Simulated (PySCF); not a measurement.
## Al⁺ (aluminium, charge +1) across methods

[Ne] 3s1 4s1, high-spin 3S determinant (an excited configuration). Computed with PySCF 2.14 in aug-cc-pCVTZ-DK with one added diffuse shell each of s, p, d, f type (9s8p6d4f, 91 functions), with scalar relativity by spin-free X2C-1e.

```
   method  E (hartree)  mean ε 2p β (eV)  mean ε 3s α (eV)  mean ε 4s α (eV)  Σ⟨r²⟩ (bohr²)   ⟨S²⟩
     BLYP    -242.1931           -84.161           -19.150            -5.902          44.04  2.000
    HSE06    -242.0816           -88.424           -19.874            -6.186          44.33  2.000
      UHF   -241.73192           -101.95           -23.099            -7.286          46.82  2.000
      LDA    -241.1204           -84.270           -19.340            -6.107          43.83  2.000
BHandHLYP    -242.1825           -93.621           -21.297            -6.630          45.15  2.000
      PBE    -242.0456           -84.121           -19.159            -6.133          43.84  2.000
   r2SCAN    -242.1477           -85.989           -19.477            -6.045          45.22  2.000
     PW91    -242.1613           -84.293           -19.238            -6.145          43.73  2.000
     PBE0    -242.0656           -88.877           -20.237            -6.504          44.35  2.000
```

The outer electron is Rydberg-like, and this basis confines it to a smaller radius and binds it less than a complete one would.
